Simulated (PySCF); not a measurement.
# Dipole response of In²⁺ (indium, charge +2)

[Kr] 4d9 5s2, 2D determinant (an excited configuration). Computed with PySCF 2.14 in aug-cc-pwCVTZ-DK3 with one added diffuse shell each of s, p, d, f type (11s10p8d5f1g, 125 functions), with scalar relativity by spin-free X2C-1e. Coupled (time-dependent) response in atomic units; α is the mean over directions.

```json
{"method": "PBE0", "mean α (bohr³)": "16.85", "α xx, yy, zz": "17.05, 17.05, 16.43", "C₆ (like pair)": "98.74", "S(−4)": "116.7"}
```

S(−4) is the Cauchy moment in α(ω) = α(0) + S(−4) ω² + …

Spin-orbit coupling is absent.

α(iu) at PBE0:

```csv
u (hartree),α(iu) (bohr³)
0,16.85
0.0500,16.56
0.100,15.77
0.200,13.34
0.300,10.83
0.500,7.265
0.750,4.954
1.00,3.731
1.50,2.467
2.00,1.800
3.00,1.093
5.00,0.5210
```

A single London oscillator, α(iu) = α/(1 + u²/ω²), gives C₆ = (3/4) ω α². Matching the computed C₆ needs ω = 4 × 98.74 / (3 × 16.85²) = 0.464 hartree.

For an ion, C₆ is the dispersion term alone; charge-induced terms of lower order in 1/R come first.

The components differ because the open shell of this determinant is not spherical; for a pure term their mean is the scalar polarisability.
